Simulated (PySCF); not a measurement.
Compound: Si(vinyl)2Br2, C4H6Br2Si.
Bonds: Si1–C2, Si1–C7, Si1–Br12, Si1–Br13, C2–C3, C7–C8. Hydrogens: H4 on C2; H5, H6 on C3; H9 on C7; H10, H11 on C8.

A calculation gives these core lines: C 1s: 290.41 (area 2), 290.68 (area 2) eV; Si 1s: 1847.87 eV; Si 2p3/2: 107.86 eV.

The calculation used delta-SCF UKS SCAN, pcX-2 on the ionised atom, pcseg-1 elsewhere, spin-free X2C in PySCF 2.14.0. The structure is a single PBE0-D3(BJ)/def2-SVP conformer in the gas phase; no vibrational or solvent corrections.

(1) Order the carbon atoms by C 1s binding energy.

Results:

(1) 290.41 eV: C2/C7 (carbon bonded to C, Si and H); 290.68 eV: C3/C8 (carbon bonded to C and 2 H). Lowest listed C 1s: C2/C7, bonded to C, H and Si. Highest, 0.27 eV above it: C3/C8, bonded to C and 2 H.

Bonded neighbours of each site: Si1: 2 Br and 2 C; C2/C7: C, H and Si; C3/C8: C and 2 H.

Task: Which photon energy gives electrons from Si 1s of Si1 a kinetic energy of 150 eV, and what is their de Broglie wavelength?

Result: hν = 1847.87 + 150 = 1997.87 eV, recoil neglected; λ = 12.264 Å/√(E/eV) = 1.00 Å.

The first atom of each set that the bonding makes equivalent was ionised and stands for the set. For 2p shells one spin-free hole was relaxed; a mean-field spin–orbit operator and the ground-state splitting of the three 2p orbitals were then diagonalised within the shell. The shell's mean is (2 × 2p3/2 + 2p1/2)/3, and the degeneracies 2j + 1 give areas of 2:1. 2p1/2 minus 2p3/2 (ligand field included): Si 0.63 eV. No level of bromine is listed.

On one thread, Arm Neoverse N1 (aarch64), no GPU, on a shared host, this took 80 s and 0.67 GiB of memory at its peak.
